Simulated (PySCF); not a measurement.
## ³³S chemical shifts

- structure optimised with GFN2-xTB
- shieldings: GIAO PBE0/pcSseg-1
- code: PySCF 2.14
- averaged over atoms made equivalent by symmetry, fast rotation or ring inversion, non-relativistic Hamiltonian, isolated molecule, single conformer

Shieldings were converted by a linear fit to measured shifts: ³³S: δ = 158.28 − 0.937σ (rms 33.3 ppm, 20 shifts vs sulfate, solution or neat liquid). A few per cent of atoms miss by over 2 rms, more outside the fitted compound classes.

Problem. Give the ³³S shifts of `CC(=S)S[SiH](Cl)Cl`, `Fc1ccsc1`, `CS[Si@@H]1[Si@@H](N)S[Si@@H]1[SiH3]`.

Solution. 
```json
{"compound": "[CH3:1][C:2](=[S:3])[S:4][SiH:5]([Cl:6])[Cl:7]", "environment": "S3: thione sulfur", "δ (ppm)": "474"}
{"compound": "[CH3:1][C:2](=[S:3])[S:4][SiH:5]([Cl:6])[Cl:7]", "environment": "S4: sulfur bonded to C, Si", "δ (ppm)": "-41"}
{"compound": "Fc1ccsc1", "environment": "aromatic ring sulfur", "δ (ppm)": "-144"}
{"compound": "[CH3:1][S:2][Si@@H:3]1[Si@@H:4]([NH2:5])[S:6][Si@@H:7]1[SiH3:8]", "environment": "S2: sulfur bonded to C, Si", "δ (ppm)": "-500"}
{"compound": "[CH3:1][S:2][Si@@H:3]1[Si@@H:4]([NH2:5])[S:6][Si@@H:7]1[SiH3:8]", "environment": "S6: sulfur bonded to 2 Si, in a 4-membered ring", "δ (ppm)": "-508"}
```

Problem. Match the shifts 544, -141, -264, -398, -463 ppm to `CC#CCSCC`, `CC1(C)CCC1=S`, `Fc1cccs1`, `CCS[SiH2]NC`, `S[C@H]1[C@@H]2CC[C@H]1C2`.

Solution. 544: CC1(C)CCC1=S (thione sulfur); -141: Fc1cccs1 (aromatic ring sulfur); -264: CC#CCSCC (sulfide sulfur); -398: S[C@H]1[C@@H]2CC[C@H]1C2 (thiol sulfur); -463: CCS[SiH2]NC (sulfur bonded to C, Si).
